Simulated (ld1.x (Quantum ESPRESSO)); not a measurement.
PBEsol PAW dataset for oxygen (O), scalar-relativistic all-electron reference.

```
Element                 : oxygen (O)
Generator               : ld1.x (Quantum ESPRESSO) 7.5
Type                    : PAW
Functional              : PBEsol
Relativity              : scalar-relativistic
Frozen core             : [He]
Valence charge          : 6
Reference configuration : 2s2 2p3 (charge +1)
Partial waves           : 2s (bound): rcut 0.70, rcutus 0.85 bohr; 2s channel at -1.9 Ry: rcut 0.70, rcutus 0.85 bohr; 2p (bound): rcut 1.40, rcutus 1.55 bohr; 2p channel at -2.55 Ry: rcut 1.40, rcutus 1.55 bohr; 3d channel at 0.05 Ry: rcut 1.10, rcutus 1.35 bohr
Local potential         : all-electron potential smoothed inside 0.80 bohr (lloc = -1)
Core correction         : Bessel-smoothed model core inside 0.85 bohr
Augmentation charge     : BESSEL, radius 0.75 bohr
```

All-electron outer shells of the reference configuration (PBEsol, scalar-relativistic, ld1.x):

```json
{"shell": "2s", "level (eV)": "-39.48", "outermost node (bohr)": "0.28", "outermost maximum (bohr)": "0.86"}
{"shell": "2p", "level (eV)": "-24.36", "outermost node (bohr)": "–", "outermost maximum (bohr)": "0.79"}
```

Calculated quality:

```json
{
 "Largest excitation error": "-26 meV (all-electron minus pseudo) for 2s2 2p1, out of 7 test configurations",
 "Lowest eigenvalue of the overlap operator": "-0.88 (d channel); it is negative, so in a basis up to 400 Ry S is not positive definite and the file is unfit for use"
}
```

The ghost test of this file was not conclusive. Its overlap operator is not positive definite in a basis up to 400 Ry (lowest eigenvalue d -0.88), so the file is unfit for use: the generalised eigenproblem breaks down once the basis is large enough, and its test numbers describe a broken file.

Generation and tests took about 2 s on one core of a shared server CPU.
